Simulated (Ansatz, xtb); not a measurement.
## C2H8ClNSi2: which of two isomers lies lower

We compare X, `C=CN([SiH3])[SiH2]Cl`, a singlet, with Y, `C=C[SiH2]N[SiH2]Cl`, a singlet. Both are isolated molecules in the gas phase, relaxed with PBE0-D3(BJ)/def2-SVP; each stands in its lowest conformer found.

X (Å):

```yaml
atoms:
  - { symbol: C, position_ang: [-0.8948, -1.1054, 3.2505] }
  - { symbol: C, position_ang: [-0.1643, -0.1728, 2.6270] }
  - { symbol: Cl, position_ang: [1.9750, 0.3938, -0.6161] }
  - { symbol: N, position_ang: [-0.4620, 0.4479, 1.4047] }
  - { symbol: Si, position_ang: [-1.9574, 0.0238, 0.5576] }
  - { symbol: Si, position_ang: [0.7409, 1.4643, 0.6600] }
  - { symbol: H, position_ang: [-1.8256, -1.5085, 2.8415] }
  - { symbol: H, position_ang: [-0.5646, -1.4955, 4.2137] }
  - { symbol: H, position_ang: [0.7637, 0.1749, 3.0974] }
  - { symbol: H, position_ang: [-3.1364, 0.3459, 1.4130] }
  - { symbol: H, position_ang: [-1.9895, -1.4271, 0.2114] }
  - { symbol: H, position_ang: [-1.9674, 0.8463, -0.6842] }
  - { symbol: H, position_ang: [0.0677, 2.5047, -0.1552] }
  - { symbol: H, position_ang: [1.5934, 2.0294, 1.7380] }
```

Y (Å):

```xyz
14

C    -1.0779   -0.3285    3.5427
C    -0.4331   -1.2448    2.8107
Cl   -0.8825    3.1809    1.7240
N    -0.9511    0.3400    0.3193
Si   -0.0791   -1.0234    0.9909
Si   -0.4106    1.9586    0.1002
H    -1.2730   -0.4704    4.6116
H    -1.4293    0.6134    3.1056
H    -0.0950   -2.1655    3.3063
H     1.3730   -0.7593    0.7578
H    -0.4695   -2.2645    0.2532
H    -1.9511    0.1946    0.1962
H    -1.0853    2.5761   -1.0721
H     1.0685    1.9483   -0.0278
```

Problem. Estimate which is lower in electronic energy at CCSD(T)/def2-SVP + ΔMP2/def2-TZVPP, and by roughly how much.

Solution. The CCSD(T)/def2-SVP + ΔMP2/def2-TZVPP calculation puts structure Y lower, by 12.4 kcal/mol.

The same difference at several levels:

```csv
level,geometry,E(Y) − E(X) (kcal/mol),departure from the last row (kcal/mol),"job, with rough time for the two"
PBE0-D3(BJ)/def2-SVP,PBE0-D3(BJ)/def2-SVP,−9.5,+2.8,"optimisation, 8.7 min"
HF/def2-SVP,PBE0-D3(BJ)/def2-SVP,−12.7,−0.3,part of the CCSD(T) run
MP2/def2-SVP,PBE0-D3(BJ)/def2-SVP,−9.7,+2.7,part of the CCSD(T) run
CCSD(T)/def2-SVP,PBE0-D3(BJ)/def2-SVP,−9.6,+2.8,single point
CCSD(T)/def2-SVP + ΔMP2/def2-TZVPP,PBE0-D3(BJ)/def2-SVP,−12.4,,"single point, 3.3 min"
```

As drawn, Y has 1 C–Si, 1 N–H in place of 1 C–N, 1 Si–H.

None of the levels shown reverses the order. The largest departure from CCSD(T)/def2-SVP + ΔMP2/def2-TZVPP is that of PBE0-D3(BJ)/def2-SVP, 2.8 kcal/mol. A small imaginary or near-zero mode remains, so no thermal terms are given. Levels run at GFN2-xTB geometries aren't shown. The last row adds to CCSD(T) the change of the MP2 difference between the two basis sets, here −2.8 kcal/mol.

The correlated steps freeze 18 core orbitals. Run with Ansatz 0.2.0, xtb 6.7.1; the last row on 2 threads of AMD EPYC (Zen 3) on a shared host.
